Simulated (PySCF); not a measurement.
3,3-difluoropent-1-en-4-yne (C5H4F2), SMILES C=CC(F)(F)C#C.

Geometry: PBE0-D3(BJ)/def2-SVP. Other conformers were not sampled.

Method: PBE0-D3(BJ)/def2-SVP in PySCF 2.14.0.

No scaling factor is applied to the harmonic values.

```tsv
mode	ν (cm⁻¹)	IR (km/mol)	Raman (Å⁴/amu)	depolarisation	moving atoms (share of kinetic energy)
1	91	0.2	5.8	0.75	C 46 %, H 32 %, F 22 %
2	154	1.8	6.8	0.71	C 70 %, H 19 %, F 11 %
3	192	1.5	6.9	0.75	F 45 %, C 43 %, H 12 %
4	325	1.8	2.9	0.75	F 42 %, H 42 %, C 16 %
5	326	2.0	1.7	0.65	C 68 %, H 20 %, F 11 %
6	439	7.0	3.2	0.47	F 54 %, C 37 %, H 9 %
7	511	10.3	2.3	0.69	C 56 %, F 38 %
8	557	2.0	4.8	0.75	C 62 %, F 23 %, H 15 %
9	627	10.1	2.1	0.74	C 64 %, H 19 %, F 17 %
10	726	8.9	2.1	0.75	H 42 %, C 36 %, F 22 %
11	734	30.8	2.1	0.67	H 75 %, C 25 %
12	740	23.3	1.6	0.75	H 71 %, C 28 %
13	747	0.5	7.6	0.02	F 52 %, C 41 %
14	986	41.0	0.5	0.75	H 75 %, C 25 %
15	995	32.6	4.9	0.41	H 68 %, C 31 %
16	1018	16.0	1.0	0.75	H 88 %, C 12 %
17	1140	231.4	3.7	0.75	C 75 %, F 24 %
18	1181	186.9	4.7	0.26	C 67 %, F 18 %, H 15 %
19	1286	98.6	1.7	0.22	C 83 %, H 16 %
20	1308	64.2	6.1	0.59	H 63 %, C 35 %
21	1425	43.0	9.9	0.69	H 81 %, C 19 %
22	1755	1.7	21.5	0.12	C 89 %, H 10 %
23	2263	28.2	99.9	0.22	C 90 %, H 10 %
24	3173	1.4	66.1	0.16	H 95 %
25	3204	0.5	148.5	0.25	H 91 %, C 9 %
26	3279	0.4	57.6	0.58	H 89 %, C 11 %
27	3486	64.5	32.9	0.25	H 85 %, C 15 %
```
